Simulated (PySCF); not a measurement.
Species: C6H9ClF (doublet state).
Cartesian coordinates in Å at the GFN2-xTB level; atoms count from 1:
```
atom  x, y, z in Å
C1     2.1790   -0.0468   -1.3039
C2     1.6684    0.2581   -0.1242
C3     0.3330    0.8946    0.0687
C4    -0.6628   -0.0900    0.7621
C5    -1.9328    0.5780    1.0945
F6    -1.9528    1.3417    2.2042
C7    -0.9032   -1.3162   -0.1151
Cl8   -1.7075   -0.8758   -1.6412
H9     1.6507    0.1631   -2.2194
H10    3.1464   -0.5082   -1.4068
H11    2.2131    0.0331    0.7844
H12   -0.0871    1.2010   -0.8895
H13    0.4308    1.7729    0.7099
H14   -0.1922   -0.4291    1.6934
H15   -2.6809    0.8554    0.3732
H16    0.0434   -1.7847   -0.3842
H17   -1.5526   -2.0350    0.3841
```

The hyperfine couplings belong to this conformer and change with its torsions.

Identity: `C([C@@H]([CH]F)CCl)C=C` [radical].

The calculation used UKS B3LYP, pcH-1 on C Cl F H, non-relativistic, mean-field spin-orbit, GIAO (PySCF). Geometry: GFN2-xTB, one conformer, isolated molecule. Couplings are sensitive to structure, and on GFN2-xTB geometries they can be far from those on DFT ones. The SCF solution wasn't tested for stability.

Task: The isotropic 13C couplings are +157.5, +62.7, -23.1, +15.3, +7.1, +2.2 MHz. Assign them to C1; C2; C3; C4; C5; C7.

Result: 
| site | a_iso (MHz) | ρ(0) (bohr⁻³) | position | distance from C5 (Å) | spin population | largest \|T\| (MHz) |
| --- | --- | --- | --- | --- | --- | --- |
| C1 | +2.2 | +0.0019 | 4 bonds from C5 | 4.80 | +0.02 | 2.9 |
| C2 | +7.1 | +0.0063 | 3 bonds from C5 | 3.82 | 0.00 | 3.3 |
| C3 | +62.7 | +0.0558 | 2 bonds from C5 | 2.51 | +0.05 | 11.8 |
| C4 | -23.1 | -0.0206 | 1 bond from C5 | 1.47 | -0.07 | 3.5 |
| C5 | +157.5 | +0.1400 | largest spin population | 0.00 | +0.94 | 166.6 |
| C7 | +15.3 | +0.0136 | 2 bonds from C5 | 2.47 | +0.01 | 3.7 |

ρ(0) is the spin density at the nucleus and T the dipolar tensor; a_iso includes a spin–orbit part. The largest Mulliken spin populations are on C5 (+0.94), F6 (+0.07) and C4 (-0.07). C5 is the only atom above +0.15. The positive populations add up to 1.11 and the negative ones to -0.11, together 2S = 1. The angles at C5 add up to 354.9°, so it is nearly planar; its axial dipolar tensor and the negative coupling of its proton fit spin in a p orbital normal to that plane.

The run took 79 s wall (grids of density and orbitals included) on one thread, AMD EPYC 7B13 (x86_64), shared host with 96 logical CPUs at a one-minute load of 44, and the process peaked at 1.0 GiB of memory.
